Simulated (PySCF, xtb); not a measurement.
F3OTa, SMILES [Ta]([F])([F])(=[O])[F] (connectivity only; charge and spin as stated), charge -1, multiplicity 2.

Harmonic wavenumbers (cm⁻¹) from GFN2-xTB (xtb) at its own minimum, in rising order: 104, 132, 146, 175, 217, 243, 297, 317, 728.

Question: What does PySCF 2.14.0 with B3LYP-D3(BJ)/def2-SVPD give at its own minimum? (The exact figures need the calculation; the answer reports its results.)

Answer: 142, 148, 162, 184, 263, 521, 566, 577, 911. Paired by order, the mean absolute difference is 124 cm⁻¹ and the zero-point energies are 3.4 and 5.0 kcal/mol.
